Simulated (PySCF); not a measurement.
C4H4N, SMILES C1=C[N]C=C1, multiplicity 2. Geometry optimised at r2SCAN-D4/def2-SVP. The isomer is the one that the SMILES or the coordinates give; other isomers of the formula were not compared.

**Question.** Give the equilibrium geometry at r2SCAN-D4/def2-SVP (PySCF confirms it by a frequency run) as a Z-matrix, and its point group. (Estimate from the structure and the level; the computed values follow.)

**Answer.** point group C2v.
```
C
C 1 1.3663
H 1 1.0904 2 128.35
H 2 1.0904 1 128.35 3 0.00
C 1 1.4634 3 126.59 2 180.00
N 5 1.3438 1 112.63 3 180.00
C 6 1.3438 5 104.62 1 0.00
H 5 1.0948 6 121.07 7 180.00
H 7 1.0948 6 121.07 5 180.00
```
Charge 0, spin multiplicity 2.
